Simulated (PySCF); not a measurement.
PySCF input file for C5H5, SMILES C1=CCC=[C]1, multiplicity 2, PBE/pcH-1. The structure is a stationary point at PBE0-D3(BJ)/def2-SVP. The isomer is the one that the SMILES or the coordinates give; other isomers of the formula were not compared. Other conformers were not sampled.

```python
import numpy as np
from pyscf import gto, scf, dft
from pyscf.prop.hfc import uks as hfc

mol = gto.M(
    atom='''
    C    -1.25517538    0.03863142   -0.00000000
    C    -0.51363240    1.15264575   -0.00000000
    C     0.92050590    0.68983845    0.00000000
    C     0.82878576   -0.80707830    0.00000000
    C    -0.47065647   -1.18277672   -0.00000000
    H    -0.83385956    2.19420174   -0.00000000
    H     1.47097420    1.06372329   -0.88361050
    H     1.47097420    1.06372329    0.88361050
    H     1.69645455   -1.46944548    0.00000000
    H    -0.86350788   -2.19976641   -0.00000000
    ''',
    basis='pcH-1',
    charge=0,
    spin=1,
    max_memory=1600,
    verbose=3,
)
mf = dft.UKS(mol, xc='pbe').density_fit(auxbasis='def2-universal-jkfit')
mf.grids.level = 3
mf.conv_tol = 1e-10
mf.max_cycle = 100
mf.kernel()
fine, coarse = mf.grids, dft.Grids(mol).set(level=1).build(with_non0tab=True)
for _ in range(3):  # follow internal instabilities
    mf.grids = coarse
    mo, _, stable, _ = mf.stability(return_status=True, nroots=4)
    mf.grids = fine
    if stable:
        break
    mf.kernel(mf.make_rdm1(mo, mf.mo_occ))
A = hfc.HFC(mf).make_fcdip(mf.make_rdm1())  # Fermi contact and dipolar terms, MHz
print('atom   A(iso)/MHz   principal dipolar parts/MHz')
for i, a in enumerate(A):
    w = np.linalg.eigvalsh((a + a.T) / 2)
    print(f'{mol.atom_symbol(i):2s}{i + 1:3d} {w.mean():12.2f}', (w - w.mean()).round(2))
```

Log of the run:

```

WARN: HOMO -0.234189140702133 >= LUMO -0.234189140702139

converged SCF energy = -193.165015326068  <S^2> = 0.75776322  2S+1 = 2.0077482
<class 'pyscf.df.df_jk.DFUKS'> wavefunction is stable in the internal stability analysis
atom   A(iso)/MHz   principal dipolar parts/MHz
C   1       404.42 [-76.98 -59.95 136.93]
C   2        26.31 [-20.97   0.94  20.04]
C   3        66.84 [-6.88 -5.55 12.43]
C   4        54.09 [-3.82 -0.32  4.14]
C   5        46.04 [-9.71 -4.69 14.4 ]
H   6        33.04 [-6.41 -4.65 11.07]
H   7        -2.42 [-3.78 -1.39  5.16]
H   8        -2.42 [-3.78 -1.39  5.16]
H   9        13.09 [-2.77 -2.    4.78]
H  10         9.16 [-6.32 -5.06 11.37]
```

The run converged.

Cost: about 5 core-minutes (a rough figure).
